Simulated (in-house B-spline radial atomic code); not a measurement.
How numerical settings move a run on Cl3+, [Ne] 3s2 3p2. Computed with an all-electron radial atomic-structure program (B-spline basis): Dirac-Kohn-Sham PBE0, spherical fractional occupations, Fermi nucleus of rms radius 3.3654 fm.

Command:
```bash
python run_scf.py task.json out
```
Settings of the sound reference run:
```
Z                17
electrons        14
configuration    [Ne] 3s2 3p2
hamiltonian      dirac
method           pbe0
spin_polarised   False
nucleus          fermi
rms_radius       3.3654
mass_number      35
atomic_mass      34.96885
speed_of_light   137.036
knot_spacing     0.22
spline_order     8
gauss_points     12
box_radius       16.22
max_iterations   70
damping          0.5
damped_steps     3
diis_vectors     10
tolerance        1e-08
start            Thomas-Fermi
```

Cost of the run: 1.3 s on 1 thread of Arm Neoverse N1, with other jobs on the host.

It converges in 8 iterations to -458.525387 hartree, with 3p3/2 at -44.5726 eV. The other runs change the listed settings, some to values that make no sense; their results aren't properties of the atom or ion. Radii are in bohr (the nuclear one in fm), a minus after a letter asks for a j subshell, and «unchanged» means within 1e-8 hartree. The run stops when the residual is below 10 × tolerance × max(1, Z/10), or a noise floor if that is larger, and the energy moves by less than 1e-8 × √|E| hartree; so very loose and very tight tolerances often act alike.

```tsv
changed settings	outcome
spline_order = 6, max_iterations = 50, damped_steps = 0	converged in 7 iterations, energy +1.28e-06 hartree from the reference, 3p3/2 level -2.9e-06 eV
method = hf, spin_polarised = True	stopped with error: spin polarisation is not served with the Dirac Hamiltonian
max_iterations = 100, damped_steps = 8, start = bare nucleus	converged in 13 iterations, energy unchanged, 3p3/2 level -2.5e-06 eV
box_radius = 1.62	converged in 8 iterations, energy +7.29e+00 hartree from the reference, 3p3/2 level +6.9e+01 eV (the program warns: 3p3/2 has a positive eigenvalue: unbound, held by the box; 3s1/2 has a positive eigenvalue: unbound, held by the box)
electrons = 19, configuration = [Ne] 3s2 3p7, max_iterations = 60	stopped with error: shell 3p holds at most 6 electrons
first_knot = 0.0588	converged in 8 iterations, energy +6.60e-02 hartree from the reference, 3p3/2 level +1.6e-02 eV
box_radius = 3.24	converged in 8 iterations, energy +1.04e-01 hartree from the reference, 3p3/2 level +2.1e+00 eV (the program warns: 3p3/2 reaches the box edge; 3s1/2 reaches the box edge)
max_iterations = 5	not converged after 5 iterations, last residual 4.2e-03, last energy +2.28e-04 hartree from the reference
spline_order = 7, max_iterations = 8, diis_vectors = 0, start = bare nucleus	not converged after 8 iterations, last residual 1.1e-03, last energy +8.70e-06 hartree from the reference
first_knot = 5.88e-06	converged in 9 iterations, energy +1.01e-06 hartree from the reference, 3p3/2 level +1.3e-05 eV
box_radius = 0.65	converged in 7 iterations, energy +2.03e+02 hartree from the reference, 3p3/2 level +1.2e+03 eV (the program warns: 3p3/2 has a positive eigenvalue: unbound, held by the box; 2s1/2 has a positive eigenvalue: unbound, held by the box)
max_iterations = 3	not converged after 3 iterations, last residual 3.4e-02, last energy +1.75e-02 hartree from the reference
first_knot = 0.00588	converged in 8 iterations, energy -1.76e-05 hartree from the reference, 3p3/2 level +6.9e-05 eV
first_knot = 0.0176	converged in 8 iterations, energy +4.16e-03 hartree from the reference, 3p3/2 level +6.6e-04 eV
max_iterations = 2	not converged after 2 iterations, last residual 1.1e-01, last energy +1.61e-01 hartree from the reference
box_radius = 2.43	converged in 8 iterations, energy +8.73e-01 hartree from the reference, 3p3/2 level +1.2e+01 eV (the program warns: 3p3/2 reaches the box edge; 2s1/2 reaches the box edge)
```

(1) What happens with first_knot = 0.000588?

(2) What happens with box_radius = 8.11?

(3) What happens with gauss_points = 8, box_radius = 0.97, max_iterations = 100?

(4) What happens with box_radius = 64.88?

## Answers

(1) Converged in 8 iterations, energy +1.44e-05 hartree from the reference, 3p3/2 level +1.6e-05 eV.

(2) Converged in 8 iterations, energy +1.82e-08 hartree from the reference, 3p3/2 level +2.8e-06 eV.

(3) Converged in 7 iterations, energy +5.42e+01 hartree from the reference, 3p3/2 level +3.9e+02 eV (the program warns: 3p3/2 has a positive eigenvalue: unbound, held by the box; 3s1/2 has a positive eigenvalue: unbound, held by the box).

(4) Converged in 8 iterations, energy unchanged.
